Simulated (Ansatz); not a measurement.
CH3Cl2F2MoN (`C[N]=[Mo]([F])([F])([Cl])[Cl]`), relaxed with RKS PBE-D4/def2-SVP in Ansatz 0.2.0 from a rough embedded geometry. The force threshold is 0.03 eV/Å; the program also tests the step.

Total charge 0; spin multiplicity 1. Mo: def2 effective core potential.

Start:

```xyz
10

C     1.905   -0.128    0.097
N     0.477   -0.622    0.119
Mo   -1.318    0.392   -0.145
F    -1.281   -1.144    0.987
F    -3.065   -0.628   -0.644
Cl   -3.115    0.902    1.273
Cl   -0.043    1.325   -2.072
H     1.813    0.885   -0.354
H     2.160   -0.140    1.194
H     2.466   -0.843   -0.456
```

```
         step  energy (eV)  largest force (eV/Å)  largest move (Å)
            1  -34878.4896                 3.942             0.000
            2  -34881.3163                 2.868             0.199
            3  -34882.7502                 5.384             0.193
            4  -34883.8584                 0.857             0.190
            5  -34884.5479                 0.708             0.195
            6  -34884.9524                 0.479             0.192
            7  -34885.1806                 0.469             0.193
            8  -34885.3219                 0.346             0.200
            9  -34885.4289                 0.232             0.199
           10  -34885.4736                 0.159             0.199
11 (rejected)  -34885.4721                 0.554             0.103
           12  -34885.4789                 0.054             0.051
           13  -34885.4814                 0.009             0.060
```

End:

```xyz
10

C     1.756   -0.114    0.154
N     0.347   -0.118    0.052
Mo   -1.339   -0.020   -0.114
F    -2.010   -1.333    1.047
F    -1.751   -1.251   -1.468
Cl   -1.885    1.532    1.519
Cl   -1.522    1.633   -1.729
H     2.170    0.736   -0.432
H     2.062   -0.002    1.217
H     2.173   -1.063   -0.245
```

Run time 36 s (4 threads of an Arm Neoverse V2 on a shared host); peak host memory 0.23 GiB.
